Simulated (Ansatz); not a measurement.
A nudged elastic band was laid between two geometries of AsGaH$_{5}$N (8 atoms, charge 0, multiplicity 1).

The calculation used RKS LDA/def2-SVPD (Ansatz 0.2.0).

| Item | Value |
| --- | --- |
| movable images | 9 |
| climbing image | yes |
| spring | 5.0 eV/Å² |
| optimiser | quadratic models (default) |
| start path | through a guess of the saddle point |
| force threshold | 0.05 eV/Å |
| iteration limit | 60 |
| end points | relaxed |

First end point:

```xyz
8
Properties=species:S:1:pos:R:3
N -1.204 0.764 -0.760
Ga 0.334 0.665 0.183
As 1.547 -1.387 0.056
H -1.614 -0.017 -1.275
H -1.778 1.607 -0.820
H 0.789 1.969 0.910
H 1.687 -1.409 1.584
H 0.240 -2.192 0.122
```

Last end point:

```xyz
8
Properties=species:S:1:pos:R:3
N -1.200 0.762 -0.759
Ga 0.167 0.630 0.414
As 0.761 -1.565 1.141
H -1.674 -0.040 -1.179
H -1.575 1.650 -1.098
H 0.774 1.971 0.936
H 2.234 -1.281 0.813
H 0.513 -2.126 -0.267
```

Problem. What changes between the two ends?

Solution. No bond is made or broken. The height of As3 over the plane of its neighbours goes from 0.97 to -0.97 Å. The two ends are copies of one structure, up to a mirror image or an exchange of like atoms. The height can change sign by an inversion or by a turn that exchanges like atoms.

Problem. Give the energies along the band, and the barrier.

Solution. The run converged. The highest image is number 6 of 0 to 10, 0.88 eV above the ends, which have the same energy within 2 meV. A vibrational analysis at the climbing image gives one clearly imaginary mode, 535i cm⁻¹: a first-order saddle point.

| image | path coordinate (Å) | energy (eV) | height of As3 over the plane of its neighbours (Å) |
| --- | --- | --- | --- |
| 0 | 0.00 | 0.00 | 0.97 |
| 1 | 0.25 | 0.00 | 0.96 |
| 2 | 0.50 | 0.04 | 0.89 |
| 3 | 0.75 | 0.14 | 0.77 |
| 4 | 1.00 | 0.38 | 0.56 |
| 5 | 1.25 | 0.71 | 0.29 |
| 6 | 1.51 | 0.88 | 0.00 |
| 7 | 1.88 | 0.55 | -0.42 |
| 8 | 2.25 | 0.14 | -0.76 |
| 9 | 2.62 | 0.01 | -0.93 |
| 10 | 2.98 | 0.00 | -0.97 |

Problem. What is the geometry of the highest image?

Solution. 
```xyz
8
Properties=species:S:1:pos:R:3:forces:R:3
N -1.318 0.885 -0.797 -0.01 0.00 -0.01
Ga 0.133 0.765 0.258 0.01 0.00 0.00
As 1.059 -1.299 0.519 -0.01 -0.02 -0.01
H -1.752 0.098 -1.281 0.00 0.00 0.00
H -1.799 1.767 -0.977 0.01 0.00 0.01
H 0.788 1.955 0.995 0.00 0.00 0.00
H 2.265 -1.568 1.365 0.00 0.00 0.00
H 0.625 -2.604 -0.081 0.01 0.02 0.01
```

Problem. What are the harmonic wavenumbers there?

Solution. 535i, 120, 231, 301, 315, 344, 364, 497, 544, 712, 733, 894, 1470, 2016, 2285, 2327, 3517, 3632 cm⁻¹.

The run took 2.5 min on 2 threads of AMD EPYC 9R14 (Zen 4), on a shared host, peak memory 0.21 GiB.
